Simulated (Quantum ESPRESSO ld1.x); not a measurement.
Values are calculated unless marked as measured or tabulated.
These are the eigenvalues of the occupied orbitals of an atom or ion with whole-number occupations (eV). Code: ld1.x of Quantum ESPRESSO 7.5. Model: non-relativistic Kohn-Sham, LDA (Slater exchange, Perdew-Zunger correlation), spin-polarised, spherical densities, point nucleus.

1s up: -73075.2
1s down: -73075.2
2s up: -12241.2
2s down: -12240.9
2p up: -11774.1
2p down: -11773.9
3s up: -2905.62
3s down: -2905.47
3p up: -2684.74
3p down: -2684.59
3d up: -2271.34
3d down: -2271.13
4s up: -653.884
4s down: -653.618
4p up: -558.657
4p down: -558.375
4d up: -383.249
4d down: -382.917
4f up: -147.991
4f down: -147.570
5s up: -137.179
5s down: -135.340
5p up: -106.419
5p down: -104.490
5d up: -57.3387
5d down: -55.3783

Which element is it, and in what charge state? The configuration may be excited. Open shells, if any, are filled with parallel spins first.

Answer. Z = 79, gold, charge +4: Au4+ in [Xe] 4f14 5d7. The list shows which subshells hold electrons but not how many an open one holds; the 1s level, -2685.5 hartree, gives Z - s = 73.3 by -(Z - s)^2/2, which with screening narrows Z to a few neighbours, and the depths of the outer levels then fix element, charge and occupations together.
